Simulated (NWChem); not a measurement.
System: SiHOCl, singlet; SMILES O[Si]Cl

The following NWChem deck was run.

```
start job
memory heap 200 mb stack 900 mb global 1100 mb
geometry units angstroms
  Si    -0.009307    -0.487478     0.782007
  Cl     0.361742     1.103638    -0.460655
  O     -0.718478    -1.443783    -0.340518
  H     -1.059837    -2.318138    -0.181904
end
basis spherical
  * library 6-31g*
end
dft
  xc b3lyp
  iterations 150
end
driver
  maxiter 120
end
task dft optimize
task dft freq
```

Low-valent species are run as closed-shell singlets; no triplet was tried in these runs. B3LYP is NWChem's, with the RPA form of VWN correlation.

The level has its own optimisation; frequencies are unscaled.

Give the results of this calculation. (B3LYP/6-31G* (spherical d).) Quantities: r Cl–Si (Å); r O–Si (Å); r H–O (Å); highest harmonic frequency (cm⁻¹); lowest (cm⁻¹); zero-point energy (kcal/mol); dipole (D).


* **r Cl–Si (Å)**: 2.112
* **r O–Si (Å)**: 1.666
* **r H–O (Å)**: 0.971
* **highest harmonic frequency (cm⁻¹)**: 3752
* **lowest (cm⁻¹)**: 260
* **zero-point energy (kcal/mol)**: 9.5
* **dipole (D)**: 3.12
